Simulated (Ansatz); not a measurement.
This geometry of BCl$_{2}$H$_{6}$NSi (11 atoms, charge 0, multiplicity 1) is a first-order saddle point.

These are results of RKS revPBE-D4/6-31G* in Ansatz 0.2.0, not measurements.

```xyz
11
Properties=species:S:1:pos:R:3
B 0.052 -0.673 0.003
Cl -0.834 1.247 1.458
H 1.201 -0.353 0.075
Cl -0.800 -0.652 -1.543
N -0.558 -1.483 1.131
H -1.439 -1.946 0.872
Si 0.541 -2.441 2.211
H 1.308 -3.441 1.404
H 1.453 -1.460 2.860
H -0.338 -3.132 3.203
H -0.870 -0.318 1.640
```

(1) Which two structures does it join? (They come from a converged band through this point; their orientation in space is the band's.)

(2) How far does it lie above each of them?

Answers

(1) Bonds broken: B1–Cl2, N5–H11. Bonds formed: Cl2–H11. BCl2H6NSi becomes BClH5NSi + ClH.

Image 0:

```xyz
11
Properties=species:S:1:pos:R:3
B 0.017 -0.282 0.249
Cl -0.118 1.075 1.517
H 1.164 -0.551 -0.026
Cl -1.036 -0.018 -1.257
N -0.629 -1.595 1.002
H -0.819 -2.306 0.279
Si 0.487 -2.275 2.320
H 1.067 -3.511 1.715
H 1.517 -1.263 2.652
H -0.385 -2.612 3.487
H -1.548 -1.311 1.376
```

Image 10:

```xyz
11
Properties=species:S:1:pos:R:3
B 0.274 -0.847 -0.242
Cl -1.654 0.866 2.563
H 1.386 -0.412 -0.126
Cl -0.661 -0.449 -1.701
N -0.315 -1.645 0.780
H -1.242 -2.033 0.571
Si 0.582 -2.379 2.148
H 0.969 -3.789 1.820
H 1.794 -1.537 2.362
H -0.307 -2.380 3.350
H -1.108 -0.047 1.789
```

(2) 28.6 kcal/mol above the first and 14.1 kcal/mol above the second. This is the barrier of this one path; another mechanism may lie lower. The orbitals stay closed-shell, which can raise the energy where a bond breaks towards radicals; this wasn't checked here.

Time of the run: 9.7 min on 2 threads of Arm Neoverse V1 (shared host), peak memory 0.15 GiB.
